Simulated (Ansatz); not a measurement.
Ideal-gas functions of BFGeH4Si (`F[B]1[SiH2][GeH2]1`) at 298.15 K and 1 bar, from an Ansatz frequency run at PBE0-D4/def2-TZVP.

Molar mass 134.54 g/mol, point group C1 (symmetry number 1), electronic degeneracy 1, moments of inertia 122.107, 179.861, 290.699 u Å². Harmonic wavenumbers (cm⁻¹, unscaled): 137, 198, 288, 299, 355, 445, 518, 539, 568, 590, 694, 833, 905, 1352, 2135, 2171, 2203, 2245.

Use S(trans) = R[1.5 ln M + 2.5 ln T − 1.1517]; rotational temperatures θ = 24.2544 K / I; S(rot) = R[ln(√π/σ · √(T³/θAθBθC)) + 1.5]; for each mode x = 1.438777 ν̃/T, S = R[x/(eˣ − 1) − ln(1 − e⁻ˣ)] and H = RT x/(eˣ − 1); 1 cm⁻¹ = 0.0119627 kJ/mol; R = 8.31446 J/(mol·K).

By hand: the entropy, in J/(mol·K).

Translation 170.0. Rotation: θ = 0.1986, 0.1349, 0.0834 K, giving 113.7. Vibration, mode by mode: 11.90, 9.00, 6.22, 5.95, 4.79, 3.39, 2.57, 2.37, 2.13, 1.95, 1.31, 0.76, 0.57, 0.09, 0.00, 0.00, 0.00, 0.00, in all 53.0. Electronic 0.0. Sum 336.7 J/(mol·K).

By hand: H − E and G − E in kJ/mol, counted from the electronic energy.

Zero-point energy ½ × 16475 × 0.0119627 = 98.5; thermal vibration 9.7; translation, rotation and pV give 4 RT = 9.9. H − E = 118.1 kJ/mol, and G − E = 118.1 − 298.15 × 336.7/1000 = 17.7 kJ/mol.

Vibration gives 16 % of the entropy, 11.9 J/(mol·K) of it from the mode under 150 cm⁻¹: soft modes count most, and the harmonic formula is weakest for them. The sum counts one conformer and one mirror image; others add a mixing term.
